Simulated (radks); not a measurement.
The numbers below are computed, except where a source is named.
Neutral lutetium inside a hard spherical wall (all orbitals vanish at R), configuration held at [Xe] 4f14 5d1 6s2 and not refilled when levels cross. Level of theory: scalar-relativistic Kohn-Sham, PBE, spin-polarised, spherical densities, finite nucleus; open shells are filled with parallel spins first (spin-orbit coupling, left out, can overturn this in heavy ions); Fermi nuclear charge, rms radius 5.37 fm (a radial shooting solver on a logarithmic mesh with Libxc functionals). Eigenvalues in eV for spin up, with the zero of energy where the potential of the charges vanishes at infinity; a dash marks a level that is unbound or too diffuse for the functional's potential to be trusted. A positive occupied level is held by the wall or, in an anion where self-interaction has pushed it up, behind a barrier. The pressure on the wall is -dE/dV.

R (bohr),E (hartree),kinetic (hartree),e(5p),e(4f),e(6s),e(5d),"e(6p, empty)","e(7s, empty)",pressure (GPa)
free,-14561.4752,15906.338,-31.786,-9.601,-4.843,-1.951,-1.458,-,0
15,-14561.4752,15906.339,-31.782,-9.597,-4.841,-1.948,-1.448,0.146,0.000140
12,-14561.4749,15906.341,-31.754,-9.568,-4.823,-1.923,-1.390,0.779,0.00366
5,-14561.2306,15907.428,-27.578,-5.214,0.005,2.243,6.616,27.084,24.3
4,-14560.7275,15909.287,-24.004,-1.214,7.341,6.774,17.382,55.006,131
3,-14558.5940,15917.200,-14.939,9.374,32.706,19.630,50.843,131.39,1160
2,-14543.3392,15969.813,27.517,51.757,161.33,77.729,199.40,427.06,23300
1.5,-14499.7003,16105.427,126.31,123.92,429.60,201.11,488.79,954.51,177000
